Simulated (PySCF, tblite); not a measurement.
Isomers of CH9FSSi3, one GFN2-xTB conformer each. Single-point energies are computed at PBE0/pcSseg-1 (PySCF, gas phase, no added dispersion term), electronic only.

Question: Rank them by PBE0/pcSseg-1 energy, lowest first (kcal/mol).
A. `[CH3:1][SiH2:2][S:3][Si@H:4]([F:5])[SiH3:6]` with C1–Si2–S3–Si4 -74°, Si2–S3–Si4–F5 39°
B. `[CH3:1][SiH2:2][Si@@H:3]([F:4])[S:5][SiH3:6]` with C1–Si2–Si3–F4 154°, Si2–Si3–S5–Si6 -160°

Answer: A (0.0), B (3.3).

GFN2-xTB itself gives, in the same order: 1.4, 0.0. GFN2-xTB puts C[SiH2][Si@@H](F)S[SiH3] lowest instead.

Question: Which frontier levels, dipoles and rotational constants go with these structures?

Answer: 
```
                  SMILES  HOMO (eV, PBE0/pcSseg-1)  LUMO (eV)  dipole (D)       A, B, C (MHz)
 C[SiH2]S[Si@H](F)[SiH3]                     -7.35      -0.77        1.08  2183, 842.7, 795.8
C[SiH2][Si@@H](F)S[SiH3]                     -7.41      -0.90        1.42  3037, 704.1, 617.6
```

Question: What happens when harmonic zero-point energies from GFN2-xTB frequencies are added?

Answer: 
```tsv
SMILES	ZPE (kcal/mol)	electronic (kcal/mol)	with ZPE (kcal/mol)
C[SiH2]S[Si@H](F)[SiH3]	56.7	0.0	0.0
C[SiH2][Si@@H](F)S[SiH3]	56.9	3.3	3.5
```

The zero-point energies span 0.2 kcal/mol. The order is unchanged.
